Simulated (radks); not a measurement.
The numbers below are computed, except where a source is named.
Task: The mean radii <r> (bohr) of the occupied orbitals of an atom or ion are listed with their occupations. Code: a radial shooting solver on a logarithmic mesh with Libxc functionals. Model: scalar-relativistic Kohn-Sham, PBE, spin-polarised, spherical densities, point nucleus.

orbital  occ.      <r>
1s up       1  0.08105
1s down     1  0.08103
2s up       1   0.3868
2s down     1   0.3865
2p up       3   0.3493
2p down     3   0.3492
3s up       1    1.166
3s down     1    1.174
3p up       3    1.234

Name the element and its charge. Open shells, if any, are filled with parallel spins first.

Result: Z = 19, potassium, charge +4: K4+ in [Ne] 3s2 3p3. The 1s radius gives Z: for a bare nucleus <r> = (2 gamma + 1)/(2Z) with gamma = sqrt(1 - (Z/c)^2), 0.07844 bohr for Z = 19, and screening makes it slightly larger (0.08105 here). The occupations add up to 15, and the charge is Z minus that.
